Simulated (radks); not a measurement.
Spin polarisation of the 5d1 shell in Hf3+. Start: [Xe] 4f14 5d(up 0.5, down 0.5); electrons of 5d are moved from spin down to spin up, other shells keep equal spins. Calculated with a radial shooting solver on a logarithmic mesh with Libxc functionals: non-relativistic Kohn-Sham, LDA (Slater exchange, Perdew-Wang correlation), spin-polarised, spherical densities, point nucleus.

moment (Bohr magnetons)  E - E(0) (eV)  e(5d up) (eV)  e(5d down) (eV)  4f down minus up (eV)  5p down minus up (eV)  5s down minus up (eV)
0                                0.000        -28.207          -28.207                  0.000                  0.000                  0.000
0.25                            -0.011        -28.296          -28.114                  0.028                  0.146                  0.125
0.5                             -0.046        -28.383          -28.016                  0.055                  0.292                  0.251
0.75                            -0.103        -28.466          -27.915                  0.083                  0.438                  0.377
1                               -0.184        -28.547          -27.808                  0.111                  0.586                  0.503

At moment 1 the spin-polarisation energy is -0.184 eV and the 5d exchange splitting 0.739 eV, that is 0.739 eV per Bohr magneton; E = -I m^2/4 would give I = 0.735 eV.
